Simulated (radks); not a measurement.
The numbers below are computed, except where a source is named.
All-electron atom: Mg II in [Ne] 3s1.

Code: a radial shooting solver on a logarithmic mesh with Libxc functionals. Model: non-relativistic Kohn-Sham, LDA (Slater exchange, VWN5 correlation), spin-polarised, spherical densities, point nucleus; open shells are filled with parallel spins first; hard spherical wall at 2 bohr.

Energy parts (eV):
| part | energy |
|---|---|
| total | -5341.706 |
| kinetic | 5605.893 |
| electron-nucleus | -13187.391 |
| Hartree | 2674.271 |
| exchange-correlation | -434.480 |

Orbitals (lengths in bohr, moments of r in powers of bohr):
orbital,occ.,eigenvalue (eV),<r^2>
1s up,1,-1239.419,0.02330
1s down,1,-1238.517,0.02331
2s up,1,-73.2590,0.5757
2s down,1,-72.2944,0.5727
2p up,3,-40.2426,0.5519
2p down,3,-39.2437,0.5477
3s up,1,55.1707,1.576
3s down,0,57.6177,1.574
3p up,0,64.8800,1.496
3p down,0,67.2175,1.494
3d up,0,61.7529,1.511
3d down,0,63.7894,1.500
4s up,0,240.0489,1.517
4s down,0,241.7836,1.519

The highest occupied level is 3s up at 55.171 eV. The electron density at the nucleus is 1100 e/bohr^3.
